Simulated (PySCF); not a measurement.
C2H6PSi (charge +1).
SMILES: `C(#C)[SiH2][PH3+]`

Computed, not measured: PySCF, PBE0-D3(BJ)/def2-SVP geometry optimisation, gas phase.

Masses are those of the commonest isotopes; rigid-rotor values at the optimised geometry. 

(1) Give the principal moments of inertia and the rotational constants in MHz.

(2) Classify the top.

(3) What does the inertial defect say?

(4) Where do the levels up to J = 5 lie, in cm⁻¹?

(5) Which lines would a microwave search look for?

(6) Estimate the classical rotational partition function at 50 K, 298.15 K and 500 K.

## Answers

(1) Ia = 63.88, Ib = 216.24, Ic = 268.73 u·Å²; 505379 MHz·u·Å²/I gives A = 7911, B = 2337, C = 1881 MHz.

(2) An asymmetric top. Ray's parameter κ = (2B − A − C)/(A − C) = -0.849; −1 is the prolate and +1 the oblate limit.

(3) Not planar: Δ = Ic − Ia − Ib = -11.40 u·Å². For a rigid frame Δ = −2 Σ m c², so Σ m c² = 5.70 u·Å² lies off the ab plane, practically all of it from hydrogen. The atom farthest from that plane is 1.25 Å away.

(4) Above 0(0,0):
J = 1: 1(0,1) 0.1407, 1(1,1) 0.3266, 1(1,0) 0.3418
J = 2: 2(0,2) 0.4212, 2(1,2) 0.5928, 2(1,1) 0.6384, 2(2,1) 1.1962, 2(2,0) 1.1971
J = 3: 3(0,3) 0.8397, 3(1,3) 0.9914, 3(1,2) 1.0828, 3(2,2) 1.6183, 3(2,1) 1.6227, 3(3,1) 2.5865, 3(3,0) 2.5865
J = 4: 4(0,4) 1.3936, 4(1,4) 1.5220, 4(1,3) 1.6741, 4(2,3) 2.1803, 4(2,2) 2.1936, 4(3,2) 3.1509, 4(3,1) 3.1512, 4(4,1) 4.5041, 4(4,0) 4.5041
J = 5: 5(0,5) 2.0800, 5(1,5) 2.1838, 5(1,4) 2.4113, 5(2,4) 2.8818, 5(2,3) 2.9121, 5(3,3) 3.8571, 5(3,2) 3.8581, 5(4,2) 5.2096, 5(4,1) 5.2096, 5(5,1) 6.9495, 5(5,0) 6.9495
The levels of one J sum to (2J + 1)J(J + 1)(A + B + C)/3.

(5) The dipole components (about the centre of mass, as the species is charged) are |μa| = 3.18 D, |μb| = 1.24 D, |μc| = 0.00 D; the mirror of this Cs structure is the ab plane, so μc vanishes by symmetry and there are no c-type lines. Intensities carry the squares of the components, which stand as 1.00 : 0.15 (a : b). Some lines, for components of 0.1 D or more:

```json
{"type": "a", "branch": "Q", "J(Ka,Kc)": "4(2,2) ← 4(2,3)", "MHz": "397", "lower level (cm⁻¹)": "2.180"}
{"type": "a", "branch": "Q", "J(Ka,Kc)": "1(1,0) ← 1(1,1)", "MHz": "456", "lower level (cm⁻¹)": "0.327"}
{"type": "b", "branch": "R", "J(Ka,Kc)": "5(1,4) ← 4(2,3)", "MHz": "6925", "lower level (cm⁻¹)": "2.180"}
{"type": "b", "branch": "Q", "J(Ka,Kc)": "3(1,2) ← 3(0,3)", "MHz": "7288", "lower level (cm⁻¹)": "0.840"}
{"type": "b", "branch": "R", "J(Ka,Kc)": "1(1,1) ← 0(0,0)", "MHz": "9792", "lower level (cm⁻¹)": "0.000"}
{"type": "b", "branch": "R", "J(Ka,Kc)": "4(0,4) ← 3(1,3)", "MHz": "12057", "lower level (cm⁻¹)": "0.991"}
{"type": "a", "branch": "R", "J(Ka,Kc)": "3(0,3) ← 2(0,2)", "MHz": "12546", "lower level (cm⁻¹)": "0.421"}
{"type": "a", "branch": "R", "J(Ka,Kc)": "3(1,2) ← 2(1,1)", "MHz": "13321", "lower level (cm⁻¹)": "0.638"}
{"type": "b", "branch": "Q", "J(Ka,Kc)": "5(2,3) ← 5(1,4)", "MHz": "15014", "lower level (cm⁻¹)": "2.411"}
{"type": "b", "branch": "Q", "J(Ka,Kc)": "3(2,1) ← 3(1,2)", "MHz": "16188", "lower level (cm⁻¹)": "1.083"}
{"type": "b", "branch": "Q", "J(Ka,Kc)": "2(2,0) ← 2(1,1)", "MHz": "16748", "lower level (cm⁻¹)": "0.638"}
{"type": "a", "branch": "R", "J(Ka,Kc)": "4(2,3) ← 3(2,2)", "MHz": "16850", "lower level (cm⁻¹)": "1.618"}
{"type": "a", "branch": "R", "J(Ka,Kc)": "5(4,2) ← 4(4,1)", "MHz": "21149", "lower level (cm⁻¹)": "4.504"}
{"type": "a", "branch": "R", "J(Ka,Kc)": "5(3,3) ← 4(3,2)", "MHz": "21171", "lower level (cm⁻¹)": "3.151"}
{"type": "b", "branch": "R", "J(Ka,Kc)": "2(2,1) ← 1(1,0)", "MHz": "25613", "lower level (cm⁻¹)": "0.342"}
{"type": "b", "branch": "Q", "J(Ka,Kc)": "4(3,1) ← 4(2,2)", "MHz": "28708", "lower level (cm⁻¹)": "2.194"}
{"type": "b", "branch": "Q", "J(Ka,Kc)": "4(3,2) ← 4(2,3)", "MHz": "29098", "lower level (cm⁻¹)": "2.180"}
{"type": "b", "branch": "Q", "J(Ka,Kc)": "5(3,3) ← 5(2,4)", "MHz": "29241", "lower level (cm⁻¹)": "2.882"}
{"type": "b", "branch": "R", "J(Ka,Kc)": "3(2,2) ← 2(1,1)", "MHz": "29375", "lower level (cm⁻¹)": "0.638"}
{"type": "b", "branch": "Q", "J(Ka,Kc)": "5(4,1) ← 5(3,2)", "MHz": "40518", "lower level (cm⁻¹)": "3.858"}
{"type": "b", "branch": "Q", "J(Ka,Kc)": "4(4,0) ← 4(3,1)", "MHz": "40561", "lower level (cm⁻¹)": "3.151"}
{"type": "b", "branch": "R", "J(Ka,Kc)": "5(5,1) ← 4(4,0)", "MHz": "73311", "lower level (cm⁻¹)": "4.504"}
```

(6) Point group Cs, symmetry number σ = 1; q = (√π/σ)·√((kT/h)³/(ABC)), k/h = 20836.6 MHz/K: 10100 at 50 K, 147000 at 298.15 K, 320000 at 500 K.

Not checked by PBE0-D3(BJ)/def2-SVP frequencies. No vibrational averaging or centrifugal distortion is included, and the geometry carries the error of its method. A rigid rotor knows nothing of internal rotation, which can split or shift real lines.

The run took 19 s on one thread of an Arm Neoverse V2, no GPU, shared host. That covers the optimisation of the geometry.
